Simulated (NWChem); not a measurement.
System: C$_{2}$H$_{3}$Br; SMILES C=CBr

Results from NWChem. Pople sets run with spherical d functions. This build's default masses of Se (78.918 u) and Br (79.917 u) are each other's, which moves their modes by up to 0.6 %. B3LYP is NWChem's, with the RPA form of VWN correlation. Each level has its own optimisation; frequencies are unscaled. Brackets give each atom's bonded neighbours.

```csv
level,r C–C (Å),r C–H [C(CHH)–H(C)] (Å),r Br–C (Å),r C–H [C(BrCH)–H(C)] (Å),highest harmonic frequency (cm⁻¹),lowest (cm⁻¹),zero-point energy (kcal/mol),dipole (D)
Hartree-Fock/STO-3G,1.309,1.082,1.874,1.085,…,…,…,1.35
Hartree-Fock/3-21G,1.306,1.072,1.937,1.067,3434,375,28.8,1.79
Hartree-Fock/6-31G*,1.312,1.074,1.897,1.071,3440,374,28.5,1.88
B3LYP/6-31G*,1.327,1.086,1.912,1.084,3265,345,26.5,1.63
"LDA (Slater exchange, VWN5)/def2-SVP",1.331,1.103,1.869,1.104,3184,341,25.5,1.16
PBE/def2-SVP,1.339,1.101,1.895,1.101,3188,338,25.5,1.19
BLYP/def2-SVP,1.340,1.101,1.919,1.099,3162,335,25.4,1.20
PBE0/def2-SVP,1.328,1.093,1.880,1.092,3282,351,26.5,1.34
```

Complete the blanks.


- Hartree-Fock/STO-3G, highest harmonic frequency (cm⁻¹): 3809
- Hartree-Fock/STO-3G, lowest (cm⁻¹): 395
- Hartree-Fock/STO-3G, zero-point energy (kcal/mol): 31.1
